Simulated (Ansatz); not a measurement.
Species: C2H5Si, charge 0, doublet. C2H5Si (SMILES C=C[SiH2], doublet).
B3LYP-D3(BJ)/def2-TZVP minimum from Ansatz (an electronic-structure program):
```
C
C 1 1.3401
H 2 1.0844 1 122.08
H 2 1.0847 3 116.08 1 179.58
H 1 1.0878 2 117.88 3 -1.10
Si 1 1.8402 5 117.47 2 176.28
H 6 1.4833 1 112.84 5 36.73
H 6 1.4841 7 112.04 1 -127.60
```
Charge 0, spin multiplicity 2.

Total energies in cc-pV(D+d)Z, 17 correlated electrons, 7 frozen orbitals. Radicals and triplets start from unrestricted determinants; spin-orbit coupling is neglected. Correlated methods leave the cores frozen. No relativity. The UHF reference of C2H5Si (C=C[SiH2], doublet) is spin-contaminated (<S^2> up to 0.16 over the pure value in the sets run).

```csv
method,program,energy (Eh),minus CCSDT(Q) (mEh)
HF,Ansatz,-367.52608,409.90
MP2,Ansatz,-367.86839,67.59
CCSD,Ansatz,-367.92033,15.66
CCSD(T),Ansatz,-367.93358,2.40
CCSDT(Q),Ansatz,-367.93599,0.00
```

Rough core times of Ansatz's runs on a shared machine: CCSD(T) under 20 s, CCSDT(Q) 30 min.
